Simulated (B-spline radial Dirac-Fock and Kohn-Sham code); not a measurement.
These are calculated numbers from a B-spline atomic structure program; the model is configuration-average Dirac-Fock orbitals.

**Question.** This computed X-ray form factor belongs to an atom or ion in its tabulated ground configuration. Which?

| sin θ/λ (Å⁻¹) | f₀ |
| --- | --- |
| 0.15 | 11.817 |
| 0.32 | 11.218 |
| 0.48 | 10.402 |
| 0.7 | 9.147 |
| 1.26 | 6.466 |
| 1.53 | 5.472 |
| 1.85 | 4.437 |
| 2.25 | 3.362 |
| 2.73 | 2.437 |

**Answer.** Zn¹⁸⁺, with 12 electrons in [Ne] 3s2. f₀ tends to the number of electrons as s goes to zero, which the first rows give only roughly, and the rate of fall reflects the nuclear charge, 30.
